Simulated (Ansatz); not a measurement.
One geometry of Ga₇Sb₇⁺, several levels of theory.

```yaml
crystal:
  periodic: [false, false, false]
  atoms:
    - {symbol: Ga, position_ang: [-1.388046, -1.938871, -1.490518]}
    - {symbol: Ga, position_ang: [-0.662340, 0.047678, 0.443032]}
    - {symbol: Ga, position_ang: [-2.119394, -4.498425, 0.216747]}
    - {symbol: Ga, position_ang: [-3.086662, 1.916132, 1.924547]}
    - {symbol: Ga, position_ang: [-2.313976, -1.862593, 1.891722]}
    - {symbol: Ga, position_ang: [-0.982654, 0.651839, -2.404835]}
    - {symbol: Ga, position_ang: [-4.702365, -0.383455, 2.070470]}
    - {symbol: Sb, position_ang: [0.242965, -1.453846, 3.758072]}
    - {symbol: Sb, position_ang: [-0.189056, 1.311236, 2.870186]}
    - {symbol: Sb, position_ang: [-4.562167, -3.281120, 1.775813]}
    - {symbol: Sb, position_ang: [0.111768, -2.597277, 0.994832]}
    - {symbol: Sb, position_ang: [-4.161045, -2.528433, -0.939954]}
    - {symbol: Sb, position_ang: [-2.307348, -0.150103, 4.185320]}
    - {symbol: Sb, position_ang: [-3.331879, 0.243839, -0.533235]}
basis:
  gaussian: {orbitals: def2-SVP, initial_orbitals: start.molden}
total_charge: 1
magnetization: {spin_polarized: true, initial_magnetization: 1}
correlation: {method: mp2}
scf: {omitted_lower_state_checks: [starts]}
output: {orbitals: {seedname: orbitals}}
```

The file start.molden holds the orbitals of an earlier run on this structure, at another level or in another basis.

```sh
$ ansatz run in.yaml --threads 2 --pin off --events-out ev --progress --plain --max-ram 32768MiB --backend cuda --devices 0, --max-vram 18GiB
```

Output, abridged:

```
Functional definition: HF
4571 factors; integrals over basis functions are off by at most 1.9e-4 eV
mean field evaluation 1: about -411864.3911 eV, gradient 4.2e1 eV
mean field evaluation 2: about -411867.5890 eV, gradient 3.9e0 eV
mean field evaluation 4: about -411868.3845 eV, gradient 1.0e0 eV
mean field evaluation 8: about -411868.4054 eV, gradient 3.2e-3 eV
mean field -411868.40544248 eV, -15135.8847255789 hartree, gradient 5.5e-6 eV, S^2 0.806528; 0 other end points of the search recorded, 0 dependent functions left out
91 core orbitals not correlated: weight in the atoms' cores, before any rotation towards them, 1.000 or more for the frozen orbitals, at most 0.000 for the correlated occupied ones
reference -411868.40544248 eV, -15135.8847255789 hartree; 98, 97 occupied and 217, 218 virtual orbitals, 4571 factors
second order -65.80420936 eV of doubles, -0.00000000 eV of singles
Total energy: -411934.20965184 eV, -15138.3029856693 hartree
Checks for a lower state left out: starts
```

Run time 23 s (2 threads of AMD EPYC 7R13 on a shared host and a share (18 GiB) of an NVIDIA H100 80GB HBM3), peak host memory 1.2 GiB.

The first input with `gaussian: {orbitals: def2-TZVP, fitting: {mean_field: def2-universal-jkfit}, initial_orbitals: start.molden}`, `hamiltonian: {xc: pbe, dispersion: d4}`, `output: {forces: true, orbitals: {seedname: orbitals}}` and without the key `correlation` (abridged; 17 s):

```
Functional definition: PBE
mean field -412363.28592509 eV, -15154.0712478727 hartree, gradient 2.6e-5 eV, S^2 0.754104
Total energy: -412365.65575022 eV, -15154.1583373401 hartree
Atom 0 force    -0.025196     0.033040     0.018461 eV/Å
Atom 1 force    -0.052474    -0.052772     0.036897 eV/Å
Atom 2 force    -0.020826     0.004008    -0.015121 eV/Å
Atom 3 force    -0.010600    -0.042170     0.000991 eV/Å
Atom 4 force     0.045002    -0.018111     0.056520 eV/Å
Atom 5 force    -0.001277    -0.024733     0.019307 eV/Å
Atom 6 force     0.064049    -0.004912    -0.033456 eV/Å
Atom 7 force    -0.106587     0.104862    -0.099870 eV/Å
Atom 8 force    -0.089731    -0.145302     0.046672 eV/Å
Atom 9 force     0.045626     0.096941    -0.112847 eV/Å
Atom 10 force    -0.076857     0.099479     0.054331 eV/Å
Atom 11 force     0.052205     0.046153     0.125248 eV/Å
Atom 12 force     0.155692    -0.003737    -0.125663 eV/Å
Atom 13 force     0.020973    -0.092745     0.028529 eV/Å
Dipole moment:     0.102231     0.140553    -0.030318 e Å
Checks for a lower state left out: starts
```

First input, but with `hamiltonian: {xc: pbe}`, `correlation: {method: rpa}` and without the key `output` (abridged; 22 s):

```
Functional definition: PBE
mean field -412314.78576731 eV, -15152.2888999492 hartree, gradient 1.3e-6 eV, S^2 0.753661
91 core orbitals not correlated: weight in the atoms' cores, before any rotation towards them, 1.000 or more for the frozen orbitals, at most 0.000 for the correlated occupied ones
Total energy: -411952.79005682 eV, -15138.9858029579 hartree
Checks for a lower state left out: starts
```

The first input with `gaussian: {orbitals: def2-TZVP, fitting: {mean_field: def2-universal-jkfit}, initial_orbitals: start.molden}`, `hamiltonian: {xc: {name: B97M-V}}` and without the key `correlation` (abridged; 26 s):

```
Functional definition: B97M-V
mean field -412345.52905159 eV, -15153.4186948078 hartree, gradient 2.3e-5 eV, S^2 0.756771
Total energy: -412345.52913159 eV, -15153.4186977477 hartree
Checks for a lower state left out: starts
```

As the first input, with `gaussian: {orbitals: def2-TZVP, fitting: {mean_field: def2-universal-jkfit}, initial_orbitals: start.molden}`, `hamiltonian: {xc: r2scan, dispersion: d4}` and without the key `correlation` (abridged; 19 s):

```
Functional definition: r2SCAN
mean field -412433.95982605 eV, -15156.6684658288 hartree, gradient 7.1e-5 eV, S^2 0.763411
Total energy: -412434.46935996 eV, -15156.6871908543 hartree
Checks for a lower state left out: starts
```

First input, but with `gaussian: {orbitals: def2-SVP, fitting: {mean_field: def2-universal-jkfit}, initial_orbitals: start.molden}`, `hamiltonian: {xc: pbe0, dispersion: d4}` and without the key `correlation` (abridged; 12 s):

```
Functional definition: PBE0
mean field -412322.95218548 eV, -15152.5890102813 hartree, gradient 2.3e-5 eV, S^2 0.760041
Total energy: -412325.08328131 eV, -15152.6673266086 hartree
Checks for a lower state left out: starts
```

First input, but with `gaussian: {orbitals: def2-TZVP, fitting: {mean_field: def2-universal-jkfit}, initial_orbitals: start.molden}`, `hamiltonian: {xc: pbe0, dispersion: d4}` and without the key `correlation` (abridged; 26 s):

```
Functional definition: PBE0
mean field -412371.31619328 eV, -15154.3663547858 hartree, gradient 2.3e-5 eV, S^2 0.760859
Total energy: -412373.44729448 eV, -15154.4446713104 hartree
Checks for a lower state left out: starts
```

Geometry: PBE-D4/def2-SVP, loosely relaxed.

In the def2 sets Sb takes a core potential; there is no spin–orbit coupling. Correlated methods freeze 91 core orbitals; core or outer-core shells of Ga, Sb are correlated, in sets that lack core-valence functions. Single mean-field runs in def2-SVP, def2-TZVP are fitted with def2-universal-jkfit. The geometry of the charge 1 doublet is only loosely relaxed. Another isomer (doublet) lies 1.13 eV lower at PBE0-D4/def2-TZVP; other spin states weren't run for this one.
